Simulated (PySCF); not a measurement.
All of these have the formula C7H7N. Computed, not measured: TDDFT CAM-B3LYP/def2-SVPD, vertical, gas phase, core orbitals frozen in the response in PySCF 2.14.0, density-fitted response routines. Geometries: PBE0-D3(BJ)/def2-SVP; one conformer of each isolated species. Triplets are in the Tamm–Dancoff approximation.

A. `C=Cc1ccncc1`
B. `C=NC1=CC=CC=C1`
C. `C=C/C=C/C=C\C#N`
D. `C=CC1=C(CC#N)C1`

Lowest singlet levels (six at most, fewer where fewer were computed) with oscillator strengths:

1. 260 nm (f 0.003); 241 nm (f 0.044); 235 nm (f 0.339); 229 nm (f 0.000); 192 nm (f 0.204); 186 nm (f 0.434); T1 3.31 eV
2. 236 nm (f 0.497); 204 nm (f 0.002); 198 nm (f 0.008); 181 nm (f 0.011); 178 nm (f 0.000); 170 nm (f 0.048)
3. 285 nm (f 0.064); 242 nm (f 0.001); 216 nm (f 0.169); 201 nm (f 0.154); 195 nm (f 0.044); 183 nm (f 0.154); T1 3.41 eV
4. 280 nm (f 1.084); 205 nm (f 0.015); 204 nm (f 0.000); 198 nm (f 0.001); 193 nm (f 0.089); 184 nm (f 0.001)

Problem. Which spectrum belongs to which structure?

Solution. 1 = A, 2 = D, 3 = B, 4 = C.
- A: S1 at 4.77 eV, HOMO-1→LUMO (90%), HOMO-1→LUMO+5 (9%); Löwdin shares by element: HOMO carbon 57% or more, nitrogen 12% (atoms not listed hold the other 31%); LUMO carbon 48% or more, nitrogen 13% (atoms not listed hold the other 39%); HOMO -8.51 and LUMO -0.61 eV; point group Cs, 1 of its 6 listed states under f = 0.0005.
- B: S1 at 4.35 eV, HOMO→LUMO (68%), HOMO-2→LUMO (23%); Löwdin shares by element: HOMO carbon 44% or more, nitrogen 20% (atoms not listed hold the other 36%); LUMO carbon 44% or more, nitrogen 22% (atoms not listed hold the other 33%); HOMO -7.92 and LUMO -0.13 eV.
- C: S1 at 4.43 eV, HOMO→LUMO (98%); Löwdin shares by element: HOMO carbon 62% or more (atoms not listed hold the other 38%); LUMO carbon 60% or more (atoms not listed hold the other 40%); HOMO -7.94 and LUMO -1.45 eV; point group Cs, 1 of its 6 listed states under f = 0.0005.
- D: S1 at 5.25 eV, HOMO→LUMO (96%); Löwdin shares by element: HOMO carbon 71% or more (atoms not listed hold the other 29%); LUMO carbon 80% or more (atoms not listed hold the other 20%); HOMO -8.03 and LUMO -0.23 eV; point group Cs, 1 of its 6 listed states under f = 0.0005.
B and C have S1 within 0.09 eV of each other; their strongest listed levels stand at 5.73 eV (f 0.169) and 4.43 eV (f 1.084).
